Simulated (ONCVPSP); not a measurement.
**What one change does to a pseudopotential (tellurium, ONCV)**

Te (Z = 52), optimised norm-conserving Vanderbilt (ONCV), made with ONCVPSP 4.0.1 (PBE, fully relativistic). Core [Kr] 4d10, reference 5s2 5p3.5 (charge +0.5). Waves: 5s: rc 1.85 bohr, ncon 5, nbas 8, qcut 3.5 1/bohr, 2 projectors, debl 3.5 Ha; 5p: rc 1.60 bohr, ncon 4, nbas 9, qcut 5.8 1/bohr, 1 projector; d scattering state at 0.1 Ha: rc 1.90 bohr, ncon 4, nbas 8, qcut 5.2 1/bohr, 1 projector. Local part: polynomial inside 1.05 bohr (lpopt 1, dvloc0 1 Ha). Core correction: Teter function, fcfact 1.75, rcfact 1.6.

Open shells are filled in proportion to 2j + 1.

Change: all radii but the core radius scaled by about 1.22 (s 2.26, p 1.94, d 2.32 bohr); local potential polynomial inside 1.28 bohr (lpopt 1, dvloc0 1 Ha).

Cutoffs: the cutoffs (Ha) at which the residual kinetic energy of the hardest occupied pseudo-wave falls to 1 and 0.1 mHa per electron; they do not see the model core or the augmentation charge, which bear on the density cutoff. Errors are all-electron minus pseudo energies relative to the spin-unpolarised reference configuration.

Problem. What does the change do?

Solution. The potential gets softer (28 Ha and 102 Ha → 14 Ha and 29 Ha); the bound ghost in p, s disappears; of the 4 tests that both files solve, the error grows in 1 and shrinks in 3 by more than 15 % and 0.3 meV (median size 6.0 → 7.3 meV). A larger radius leaves more room for a smooth pseudo-wave, so fewer plane waves are needed.

| quantity | base | changed |
| --- | --- | --- |
| cutoff, loose | 28 Ha | 14 Ha |
| cutoff, tight | 102 Ha | 29 Ha |
| loose cutoff by channel | s 12 Ha, p 28 Ha | s 14 Ha, p 8.8 Ha |
| bound ghosts | s, p3/2, p1/2 | none |
| GHOST(+) flags under 300 eV | d5/2 at 14.1 eV, d3/2 at 14.9 eV | p3/2 at 18.5 eV, p1/2 at 24.1 eV, s at 30.7 eV |
| error for 5s2 5p4, meV [ΔE -3.91 eV] | -4.7 | -2.0 |
| error for 5s2 5p3, meV [ΔE 5.84 eV] | -6.7 | -3.4 |
| error for 5s2 5p2, meV [ΔE 23.79 eV] | -79 | -48 |
| error for 5s1 5p5, meV [ΔE 5.31 eV] | -5.4 | -11 |
| rms error of d²Exc/dni dnj with the model core, mHa | 3.96 | 3.97 |

 A true bound ghost makes a file unfit for plane-wave use even where its test errors are small: the radial tests pick states by their node count and pass the ghost by.
